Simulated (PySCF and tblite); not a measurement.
C5H6F2O2, numbered as in [CH3:1][CH2:2][O:3][C:4](=[O:5])[CH:6]=[C:7]([F:8])[F:9].

The ensemble was built from 150 distance-geometry starts (ETKDG and KDG, MMFF94s, GFN2-xTB) and rests on PBE0-D3(BJ)/def2-SVP geometries. Weights use CAM-B3LYP-D3(BJ)/def2-SVPD (IEF-PCM, chloroform) energies plus GFN2-xTB zero-point and thermal terms (modes under about 100 cm⁻¹ blended into free rotors). Symmetry numbers and mirror images are counted. Conformers within 3 kcal/mol (GFN2-xTB free energy) were kept, 8 at most. GIAO shieldings: WP04/pcSseg-1 (IEF-PCM, chloroform). Shifts are against TMS (¹H), TMS (¹³C), CFCl3 (¹⁹F) at the same level. (PySCF 2.14, tblite 0.8.)

Torsions listed: C1–C2–O3–C4, C2–O3–C4–O5, O3–C4–C6–C7. Of a mirror pair one member is shown.

| conformer | shape | weight % | dipole D |
| --- | --- | --- | --- |
| 1 | 83°, 1°, 179° | 41.6 | 2.88 |
| 2 | -131°, -1°, -179° | 36.2 | 3.07 |
| 3 | -81°, 0°, 2° | 22.2 | 1.70 |

Task: How do the computed shifts compare with measured ones?

Result: 
```csv
nucleus,signal,leading conformer,average,measured,medium
¹⁹F,F8,-62.7,-63.2,-70,not stated
¹⁹F,F9,-58.2,-57.4,-66,not stated
```

Measured values: G. Saielli, R. Bini, A. Bagno, Computational 19F NMR. 2. Organic compounds, RSC Adv. 2014, ESI (exp. from Berger-Braun-Kalinowski 1994 and Everett 1995).  The computed shifts are unscaled and lack vibrational corrections.
